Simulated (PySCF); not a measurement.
H₂O₄P, SMILES P(O)([O])(O)=O, multiplicity 2.

Geometry optimised at PBE0-D3(BJ)/def2-SVP. The isomer is the one that the SMILES or the coordinates give; other isomers of the formula were not compared. Other conformers were not sampled.

Calculation: B3LYP/def2-TZVP run with PySCF.

The molecule is in vacuum.

The total energy is -643.67635 hartree, the α spin, highest occupied and lowest empty level comes out as -9.30 and -0.42 eV and the β spin, highest occupied and lowest empty level comes out as -8.94 and -5.72 eV. The dipole moment is 3.96 D and the quadrupole, principal values (traceless, Buckingham form, about the centre of nuclear charge) comes out as -6.30, -0.57, 6.88 D·Å. The mean static polarisability is 39.0 bohr³ (5.79 Å³) and the polarisability, principal values comes out as 33.0, 34.6, 49.6 bohr³. The ⟨S²⟩ is 0.760 (pure state 0.75).
